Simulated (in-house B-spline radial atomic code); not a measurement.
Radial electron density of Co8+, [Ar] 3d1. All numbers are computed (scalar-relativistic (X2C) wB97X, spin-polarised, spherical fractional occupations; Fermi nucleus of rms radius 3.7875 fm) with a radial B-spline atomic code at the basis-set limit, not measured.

Caution: exact exchange at fractional occupations of open shells leaves self-interaction of up to several eV.

One-electron X2C: radii and densities carry no picture-change correction, so inner-shell <1/r> comes out high (for 1s by about 2 % at Z = 33, 5 % at 54, 10 % at 75, 30 % at 118) and <r> low.

Columns: r (bohr), 4πr²n(r) (electrons per bohr), bar.

```
  0.0021   0.8778 #
 0.00249    1.183 #
 0.00296    1.597 ##
 0.00352    2.147 ###
 0.00419    2.875 ###
 0.00498    3.818 #####
 0.00593    5.048 ######
 0.00705    6.598 ########
 0.00838    8.529 ##########
 0.00997     10.9 #############
  0.0119    13.78 #################
  0.0141    16.94 ####################
  0.0168    20.52 #########################
  0.0199    24.09 #############################
  0.0237    27.58 #################################
  0.0282    30.46 #####################################
  0.0335    32.31 #######################################
  0.0399    32.81 #######################################
  0.0474    31.86 ######################################
  0.0564     29.8 ####################################
  0.0671    27.45 #################################
  0.0798    25.98 ###############################
  0.0948    26.42 ################################
   0.113    29.13 ###################################
   0.134    33.08 ########################################
    0.16    36.41 ############################################
    0.19    36.55 ############################################
   0.226    32.38 #######################################
   0.268    25.09 ##############################
   0.319    17.41 #####################
   0.379    12.83 ###############
   0.451     12.4 ###############
   0.537    14.32 #################
   0.638    15.25 ##################
   0.759    13.27 ################
   0.902    9.077 ###########
    1.07    4.816 ######
    1.28    1.802 ##
    1.52   0.4953 #
    1.81  0.09636 
    2.15  0.01297 
    2.55 0.001096
```

On this grid the curve has 3 maxima, near 0.0399, 0.19, 0.638 bohr.

The 3p down radial function P(r) = rR(r), positive near the nucleus:

```json
{"r (bohr)": "0.0021", "P": "0.001331"}
{"r (bohr)": "0.00296", "P": "0.002502"}
{"r (bohr)": "0.00419", "P": "0.004753"}
{"r (bohr)": "0.00593", "P": "0.009019"}
{"r (bohr)": "0.00838", "P": "0.01698"}
{"r (bohr)": "0.0119", "P": "0.03195"}
{"r (bohr)": "0.0168", "P": "0.05856"}
{"r (bohr)": "0.0237", "P": "0.1047"}
{"r (bohr)": "0.0335", "P": "0.1811"}
{"r (bohr)": "0.0474", "P": "0.2978"}
{"r (bohr)": "0.0671", "P": "0.4538"}
{"r (bohr)": "0.0948", "P": "0.6158"}
{"r (bohr)": "0.134", "P": "0.698"}
{"r (bohr)": "0.19", "P": "0.5578"}
{"r (bohr)": "0.268", "P": "0.09131"}
{"r (bohr)": "0.379", "P": "-0.6179"}
{"r (bohr)": "0.537", "P": "-1.193"}
{"r (bohr)": "0.759", "P": "-1.216"}
{"r (bohr)": "1.07", "P": "-0.7417"}
{"r (bohr)": "1.52", "P": "-0.2374"}
{"r (bohr)": "2.15", "P": "-0.03588"}
```
